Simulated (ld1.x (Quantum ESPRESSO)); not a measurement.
Pb (Z = 82): one change to a TM potential, before and after

Pb, norm-conserving Troullier–Martins (Kleinman–Bylander form), made with ld1.x (Quantum ESPRESSO) 7.5 (LDA (PZ), scalar-relativistic). Core [Xe] 4f14 5d10, reference 6s1 6p3. Waves: 6s (bound): rc 1.75 bohr; 6p (bound): rc 2.10 bohr; 6d channel at 0.3 Ry: rc 1.90 bohr. Local part: the d channel. Core correction: Bessel-smoothed model core inside 0.95 bohr.

Change: wave 6d channel at 0.3 Ry: rc 1.90 bohr becomes 6d channel at 5.99 Ry: rc 1.90 bohr.

Cutoffs: the cutoffs (Ry, on a coarse ladder) from which the occupation-weighted sum of valence levels, in a spherical-Bessel basis at the reference potential, stays within 10 and 1 mRy of its value at 400 Ry; they do not see the model core or the augmentation charge, which bear on the density cutoff. Errors are all-electron minus pseudo energies relative to the spin-unpolarised reference configuration.

Q: What does the change do?

A: The potential gets softer (35 Ry and 50 Ry → 21 Ry and 50 Ry); both files keep a bound ghost (p, s); the errors of the 9 common tests hardly move; the range in which the s phases agree widens (upper end 3.2 → at the end of the scan); the range in which the d phases agree widens (upper end 0.7 → at the end of the scan).

```tsv
quantity	base	changed
cutoff, loose	35 Ry	21 Ry
cutoff, tight	50 Ry	50 Ry
loose cutoff by channel (10 mRy a level)	s 30 Ry, p 12 Ry	s 21 Ry, p 6 Ry
bound ghosts	s, p	s, p
error for 6s2 6p2, meV [ΔE -8.82 eV]	-35	-33
error for 6s2 6p1, meV [ΔE -1.99 eV]	-16	-16
error for 6s2 6p0, meV [ΔE 11.77 eV]	-50	-49
error for 6s0 6p4, meV [ΔE 9.21 eV]	-36	-36
error for 6s2 6p1.5, meV [ΔE -6.21 eV]	-23	-23
error for 6s1 6p2, meV [ΔE 7.61 eV]	-17	-16
error for 6s2 6p2.3, meV [ΔE -9.68 eV]	-40	-38
error for 6s1 6p3 (spin-polarised), meV [ΔE -1.86 eV]	-25	-25
error for 6s2 6p2 (spin-polarised), meV [ΔE -9.27 eV]	-38	-37
s: phases at 2.31 bohr within 0.05 rad from the reference energy up to (Ry; the scan ends near 5)	3.2	to the end of the scan
p: phases at 2.31 bohr within 0.05 rad from the reference energy up to (Ry; the scan ends near 5)	to the end of the scan	to the end of the scan
d: phases at 2.31 bohr within 0.05 rad from the reference energy up to (Ry; the scan ends near 5)	0.7	to the end of the scan
```

 A true bound ghost makes a file unfit for plane-wave use even where its test errors are small: the radial tests pick states by their node count and pass the ghost by.
